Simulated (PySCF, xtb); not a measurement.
Be(I)(SiH3) (BeH3ISi), SMILES [SiH3][Be][I].

GFN2-xTB run with xtb at its own geometry gives an orbital gap of 3.68 eV and a dipole moment of 2.05 D.

Coordinates come from a B3LYP-D3(BJ)/def2-TZVP optimisation. The def2 effective core potentials stand for the cores of I; spin–orbit coupling is left out.

Problem. What does PBE0/def2-TZVPD in PySCF give? (Estimate from the structure and the level; the computed values follow.)

Solution. gap 6.66 eV (levels -8.17 and -1.52 eV), dipole 0.12 D.
